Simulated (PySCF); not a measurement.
C2H7PSn.
SMILES with atom numbers: `[CH2:1]=[CH:2][SnH2:3][PH2:4]` (hydrogens: H5, H6 on C1; H7 on C2; H8, H9 on Sn3; H10, H11 on P4)

Method used: PySCF 2.14.0, PBE0-D3(BJ)/def2-SVP geometry optimisation, gas phase, def2 core potentials past Kr.

Q: List the bond lengths, angles and torsions at this level.

A: 
```tsv
bond	length (Å)	order
C1=C2	1.336	double
C2–Sn3	2.136	single
Sn3–P4	2.526	single
C1–H5	1.097	single
C1–H6	1.096	single
C2–H7	1.097	single
Sn3–H8, Sn3–H9	1.718	single
P4–H10, P4–H11	1.430	single
```

Bonds in one row agree within 0.01 Å and their mean is given. Orders are formal, as drawn. A selection of angles:
```tsv
angle	degrees
C2–C1–H5	121.6
C2–C1–H6	122.5
H5–C1–H6	115.9
C1–C2–Sn3	122.9
C1–C2–H7	118.9
Sn3–C2–H7	118.2
C2–Sn3–P4	108.1
C2–Sn3–H8	108.3
C2–Sn3–H9	110.4
P4–Sn3–H8	108.1
P4–Sn3–H9	111.6
H8–Sn3–H9	110.2
Sn3–P4–H10	93.5
H10–P4–H11	92.8
```

Torsions: C1–C2–Sn3–P4 -101° (anticlinal). The mirror-image conformer, all signs reversed, is as good.

Sn3 (tin bonded to C, P and 2 H) is tetrahedral (angles from 108.1° to 111.6°). P4 (three-coordinate phosphorus) is pyramidal (angles 93.5°, 92.8° and 92.6°, sum 278.9°, 0.89 Å off the plane of its three neighbours).

Point group: C1 (no symmetry element, even within 0.4 Å). Not checked by PBE0-D3(BJ)/def2-SVP frequencies. The numbers are those of one conformer (C1–C2–Sn3–P4 -101°, C2–Sn3–P4–H -160° and -67°).
